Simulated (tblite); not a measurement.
Compound: C7H8N2O.
SMILES with atom numbers: `[CH3:1][C:2](=[O:3])[c:4]1[n:5][cH:6][c:7]([CH3:8])[cH:9][n:10]1` (hydrogens: H11, H12, H13 on C1; H14 on C6; H15, H16, H17 on C8; H18 on C9)

Structure optimised with GFN2-xTB, isolated species.

**Question.** Give the optimised bond lengths and angles.

**Answer.** 
```tsv
bond	length (Å)	order
C1–C2	1.502	single
C2=O3	1.204	double
C2–C4	1.502	single
C4–N5, C4–N10	1.328	aromatic
N5–C6, C9–N10	1.318	aromatic
C6–C7, C7–C9	1.395	aromatic
C7–C8	1.491	single
C1–H11, C1–H12, C1–H13	1.087	single
C6–H14, C9–H18	1.084	single
C8–H15, C8–H16, C8–H17	1.089	single
```

Bonds in one row agree within 0.01 Å and their mean is given. Orders are formal, as drawn. A selection of angles:
```tsv
angle	degrees
C1–C2–O3	124.0
C1–C2–C4	114.1
O3–C2–C4	121.9
C2–C4–N5	117.6
N5–C4–N10	124.9
C4–N5–C6	117.5
N5–C6–C7	122.7
C6–C7–C8	122.6
C6–C7–C9	114.7
```

Torsions: C1–C2–C4–N5 180° (antiperiplanar). The mirror-image conformer, all signs reversed, is as good.

The 10 heavy atoms lie in one plane (0.004 Å rms). Of the pairs four or more bonds apart, N10···H13 is among the closest relative to their van der Waals radii: 2.65 Å, 96 % of the sum of Bondi's values. The 6-membered ring C4–N5–C6–C7–C9–N10 has internal angles of 114.7° to 124.9°; it is planar, 0.00 Å rms from its mean plane, widest ring torsion 0°. The 5 C–C bonds span 1.394 Å (C7–C9, aromatic) to 1.502 Å (C1–C2, drawn single), a spread of 0.108 Å.

Point group: C1 (no symmetry element, even within 0.4 Å). Its lowest GFN2-xTB frequency is 8i cm⁻¹, too small to tell a flat minimum from a shallow saddle. The numbers are those of one conformer.

On one thread of an Arm Neoverse V2, on a shared host, this took 0.21 s wall. That covers the optimisation of the geometry.

All values are computed, not measured.
